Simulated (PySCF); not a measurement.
**A fit for the ¹⁹F shielding**

GIAO PBE0/pcSseg-1 on GFN2-xTB geometries (PySCF 2.14.0 with density-fitted response routines, gas phase, non-relativistic):

| SMILES | IAO charge (e) of F | σ(F) (ppm) |
| --- | --- | --- |
| O=C[C@@H]([SiH3])[SiH2]/C=C\CF | -0.311 | 435.2 |
| N#C[C@H]([SiH3])[SiH2]/C=C\CF | -0.318 | 427.5 |
| FC/C=C/[SiH2][C@H]([SiH3])O[SiH3] | -0.328 | 416.5 |
| CC#C[C@@H]([SiH3])[SiH2]/C=C/CF | -0.328 | 414.5 |
| CN[C@H]([SiH3])[SiH2]/C=C\CF | -0.328 | 421.1 |
| FC/C=C\[SiH2][C@H]([SiH3])CCl | -0.310 | 435.4 |
| FC/C=C/[SiH2]C[SiH3] | -0.322 | 431.2 |
| FC/C=C\[SiH2][C@H]([SiH3])C[SiH3] | -0.326 | 421.6 |
| CC(=O)[C@@H]([SiH3])[SiH2]/C=C\CF | -0.317 | 424.0 |
| NC[C@@H]([SiH3])[SiH2]/C=C/CF | -0.328 | 414.8 |
| C#C[C@@H]([SiH3])[SiH2]/C=C\CF | -0.309 | 434.8 |

(1) Fit σ(F) as a line in the IAO charge of F. How well does it hold?

(2) A further member, `C=C[C@H]([SiH3])[SiH2]/C=C/CF`, has x = -0.328. What does the line predict, and what does the calculation give?

Results:

(1) σ = 730.0 + 951.4 x, with x in e; correlation +0.91, rms deviation 3.2 ppm, largest 7.5 ppm at `FC/C=C/[SiH2]C[SiH3]`. A charge says how many electrons sit at the atom, not how easily they circulate, so such a line holds only within like compounds.

(2) The line gives 417.9 ppm; the calculation 416.3 ppm, a difference of -1.6 ppm, within the usual scatter of the fit.
